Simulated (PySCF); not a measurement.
**Two-component Hartree-Fock for Cs⁴⁶⁺ (caesium, charge +46)**

Start: [He] 2s2 2p5; 2p1/2 filled at m_j = -1/2, +1/2; 2p3/2 filled at m_j = -1/2, +1/2, +3/2. Calculated with PySCF 2.14 in an even-tempered Gaussian basis (17 s from 25 bohr⁻², ratio 2.4; 13 p from 33 bohr⁻², ratio 2.4; 5 d from 120 bohr⁻², ratio 2.6; 4 f from 180 bohr⁻², ratio 2.6): generalised Hartree-Fock with the X2C-1e Hamiltonian and a Gaussian nucleus; one run each with spin-orbit coupling (SO) switched off, then screened by Boettger's factors.

```
spinor shell  electrons  ε, spin-free (eV)  ε, screened SO (eV)  weight of nominal j (screened SO)  rms radius, screened SO (bohr)
       1s1/2          2           -39609.2             -39600.9                              1.000                          0.0298
       2s1/2          2            -8892.1              -8889.7                              1.000                           0.118
       2p1/2          2            -8356.7              -8612.6                              0.999                           0.101
       2p3/2          3            -8356.7              -8240.7                              0.999                           0.106
```

```csv
quantity,spin-free,screened SO
E (hartree),-5489.37452,-5495.79013
M_J,3/2,3/2
⟨J²⟩,3.750,3.750
⟨L²⟩,2.000,2.007
⟨S²⟩,0.750,0.757
```

Each row is a mean over spinors that exchange with the open shell spreads, by up to 45.195 eV (2s1/2).

Breit and QED terms are absent; they matter most for the inner s and p1/2 levels.

Densities and radii are taken from the X2C orbitals without a picture-change correction, which distorts them close to the nucleus.

Without spin-orbit coupling the j labels of p, d and f shells carry no meaning; the spin-free column gives the mean over the occupied spinors of each nl shell.
